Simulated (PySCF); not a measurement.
A side-by-side comparison of computed properties.

First species: C₆H₉F₃.
InChI=1S/C6H9F3/c1-2-3-4-5(7)6(8)9/h2-4H2,1H3

Second species: C₆H₈ClFO.
Z-matrix (Å and degrees, GFN2-xTB geometry), rows numbered from 1:
```
F 
C   1  1.3512
C   2  1.5419  1  114.03
C   3  1.5378  2  100.09  1   155.92
C   4  1.5453  3  100.82  2    -0.24
O   2  1.4063  1  111.07  3   116.94
C   5  1.5456  4  107.64  3    74.80
Cl  7  1.7807  5  110.94  4   164.51
C   7  1.5330  5  101.09  4   -76.30
H   3  1.0888  2  109.26  1    37.88
H   3  1.0871  2  111.99  1   -83.21
H   4  1.0878  3  111.52  2  -116.86
H   4  1.0873  3  113.34  2   119.78
H   5  1.0865  4  115.86  3  -154.97
H   7  1.0891  5  112.69  4    45.56
H   9  1.0871  2  112.82  1    82.17
H   9  1.0894  2  109.20  1   -39.63
```

Levels: PBE0/def2-SVPD for HOMO energy, LUMO energy, HOMO–LUMO gap and static isotropic polarisability; TDDFT PBE0/def2-SVPD for lowest singlet excitation; TDA PBE0/def2-SVPD for lowest triplet excitation (Tamm–Dancoff). Geometries: GFN2-xTB. Each species is one conformer at its optimised geometry, gas phase, non-relativistic unless stated. Electronic properties by PySCF.

The conformers computed, where there is a choice (atom-mapped SMILES and torsion angles):
- `[CH3:1][CH2:2][CH2:3][CH2:4][C:5]([F:6])=[C:7]([F:8])[F:9]`: C1–C2–C3–C4 -179°, C2–C3–C4–C5 177°, C3–C4–C5–F6 -72°

The conformers of `F[C@@]12CC[C@@H](O1)[C@@H](Cl)C2` aren't listed.

**Question.** Which of the two has the higher HOMO energy, and by how much?

**Answer.** The first: -7.27 eV against -8.08 eV, a difference of 0.81 eV.

**Question.** Which has the higher static isotropic polarisability?

**Answer.** The second: 81.5 au against 76.7 au, a difference of 4.8 au.

**Question.** Which of the two has the higher LUMO energy, and by how much?

**Answer.** The first: 0.49 eV against 0.21 eV, a difference of 0.28 eV.

**Question.** Which of the two has the higher HOMO–LUMO gap, and by how much?

**Answer.** The second: 8.29 eV against 7.76 eV, a difference of 0.53 eV.

**Question.** Which of the two has the higher T1 energy, and by how much?

**Answer.** The second: 6.44 eV against 4.54 eV, a difference of 1.90 eV.

**Question.** Which of the two has the higher S1 energy, and by how much?

**Answer.** The second: 6.96 eV against 6.52 eV, a difference of 0.44 eV.

On the first: S1 lies 1.24 eV below the HOMO–LUMO gap; its leading configuration is HOMO→LUMO, weight 0.49, beside HOMO→LUMO+1, weight 0.33. No computed singlet falls in the visible range (750 to 380 nm, 1.65 to 3.26 eV); S1 lies 3.26 eV above its blue end.

On the second: No computed singlet falls in the visible range (750 to 380 nm, 1.65 to 3.26 eV); S1 lies 3.70 eV above its blue end. The principal polarisabilities are 70.7, 78.9 and 95.1 au; their mean is the isotropic value.
